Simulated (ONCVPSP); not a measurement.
Which change was made? (Tl, ONCV)

* Element: Tl (Z = 81)
* Generator: ONCVPSP 4.0.1
* Type: optimised norm-conserving Vanderbilt (ONCV)
* Functional: PBEsol
* Relativity: non-relativistic
* Frozen core: [Xe] 4f14 5d10
* Valence charge: 3
* Reference configuration: 6s2 6p1
* Partial waves: 6s: rc 2.45 bohr, ncon 4, nbas 8, qcut 2.5 1/bohr, 1 projector; 6p: rc 2.45 bohr, ncon 4, nbas 8, qcut 3.9 1/bohr, local
* Local potential: the p channel
* Core correction: polynomial model core, fcfact 0.7

Cutoffs, loose and tight: the cutoffs (Ha) at which the residual kinetic energy of the hardest occupied pseudo-wave falls to 1 and 0.1 mHa per electron. They do not see the model core or the augmentation charge, which bear on the density cutoff. Test errors are all-electron minus pseudo excitation energies from the reference, over the configurations 6s2 6p0; 6s1 6p0; 6s2 6p0.5; 6s1 6p1; variants that change the core or the reference have their own tests.

The base gives: outcome: generated; cutoff, loose: 8.4 Ha; cutoff, tight: 26 Ha; bound ghosts: none; GHOST(+) flags above zero: none; largest test error (meV): -210.

Q: After one change the result is: outcome: generated; cutoff, loose: 39 Ha; cutoff, tight: 53 Ha; bound ghosts: s; GHOST(+) flags above zero: none; largest test error (meV): -257. Which change was it?
A. all radii but the core radius scaled by about 0.80 (s 1.96, p 1.96 bohr)
B. all radii but the core radius scaled by about 1.27 (s 3.10, p 3.10 bohr)
C. all radii but the core radius scaled by about 1.12 (s 2.74, p 2.74 bohr)

A: A. The others give: all radii but the core radius scaled by about 1.27 (s 3.10, p 3.10 bohr) → outcome: generated; cutoff, loose: 3.9 Ha; cutoff, tight: 14 Ha; bound ghosts: none; GHOST(+) flags above zero: none; largest test error (meV): -229 | all radii but the core radius scaled by about 1.12 (s 2.74, p 2.74 bohr) → outcome: generated; cutoff, loose: 5.3 Ha; cutoff, tight: 21 Ha; bound ghosts: none; GHOST(+) flags above zero: none; largest test error (meV): -216.
